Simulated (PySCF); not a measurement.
## Electron correlation in B⁺ (boron, charge +1)

[He] 2s1 2p1, high-spin 3P determinant (an excited configuration). All numbers are calculated (PySCF 2.14, scalar relativity by spin-free X2C-1e, in aug-cc-pCVTZ-DK with one added diffuse shell each of s, p, d, f type (8s7p5d3f, 75 functions)). Frozen: nothing; 4 electrons correlated.

| level | correlation energy (mhartree) |
| --- | --- |
| CCSD | -50.36 |
| (T) | -0.04 |
| CCSD(T) | -50.40 |

Diagnostics: T1 = 0.0018, D1 = 0.0046, largest double amplitude 0.026.

Cost of the coupled-cluster step: roughly 14 core-seconds, for 4 correlated electrons.

Iterations:

```
CC2 = 0
CCSD nocc = (np.int64(3), np.int64(1)), nmo = (75, 75)
frozen orbitals [[], []]
max_cycle = 100
direct = 0
conv_tol = 1e-08
conv_tol_normt = 1e-06
diis_space = 8
diis_start_cycle = 0
Init t2, MP2 energy = -0.045704944690789
Init E_corr(UCCSD) = -0.04570494469214
cycle = 1  E_corr(UCCSD) = -0.0494154741556395  dE = -0.00371052946  norm(t1,t2) = 0.0142076
cycle = 2  E_corr(UCCSD) = -0.05003845874996  dE = -0.000622984594  norm(t1,t2) = 0.00618003
cycle = 3  E_corr(UCCSD) = -0.0503808805965813  dE = -0.000342421847  norm(t1,t2) = 0.00293509
cycle = 4  E_corr(UCCSD) = -0.0503549341408369  dE = 2.59464557e-05  norm(t1,t2) = 0.00034522
cycle = 5  E_corr(UCCSD) = -0.0503616743712703  dE = -6.74023043e-06  norm(t1,t2) = 4.40954e-05
cycle = 6  E_corr(UCCSD) = -0.0503606393870933  dE = 1.03498418e-06  norm(t1,t2) = 8.15322e-06
cycle = 7  E_corr(UCCSD) = -0.0503607611201461  dE = -1.21733053e-07  norm(t1,t2) = 1.07629e-06
cycle = 8  E_corr(UCCSD) = -0.0503607556841532  dE = 5.43599295e-09  norm(t1,t2) = 1.5557e-07
UCCSD converged
E(UCCSD) = -24.17820878836191  E_corr = -0.05036075568415316
UCCSD(T) correction = -4.48521296855769e-05
```
